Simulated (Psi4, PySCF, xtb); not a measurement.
Conformational energy of SMILES c1coc(c1)-c1ccc(s1)OC (C₉H₈O₂S). Scanned: dihedral S12–C6–C7–O11; all other coordinates were relaxed at GFN2-xTB. Points at φ and −φ are mirror images. Heavy atoms are numbered in the order of the SMILES COc1ccc(-c2ccco2)s1, hydrogens after them in the order of the atoms that carry them; the mirror image has the same energies with the sign of each dihedral reversed.

RKS-B3LYP/3-21G = PySCF 2.14.0 with restricted B3LYP/3-21G, density fitting // GFN2-xTB; GFN1-xTB // GFN2-xTB (xtb); PBE0-D3(BJ)/def2-SVP // GFN2-xTB (Psi4).

Energies in mEh, each method relative to its own lowest point.

```csv
φ / °,RKS-B3LYP/3-21G,GFN1-xTB,PBE0-D3(BJ)/def2-SVP
-165,1.0,0.5,0.3
-150,2.5,2.1,1.2
-135,4.5,4.3,2.7
-120,6.6,6.8,4.4
-105,8.2,8.7,5.9
-90,8.6,9.4,6.5
-75,7.5,8.4,5.6
-60,5.6,6.4,3.9
-45,3.5,4.1,2.3
-30,1.7,2.1,1.1
-15,0.4,0.7,0.4
0,0.0,0.3,0.2
15,0.4,0.7,0.4
30,1.7,2.1,1.1
45,3.5,4.1,2.3
60,5.6,6.4,3.9
75,7.5,8.4,5.6
90,8.6,9.4,6.5
105,8.2,8.7,5.9
120,6.6,6.8,4.4
135,4.5,4.3,2.7
150,2.5,2.1,1.2
165,1.0,0.5,0.3
180,0.4,0.0,0.0
```
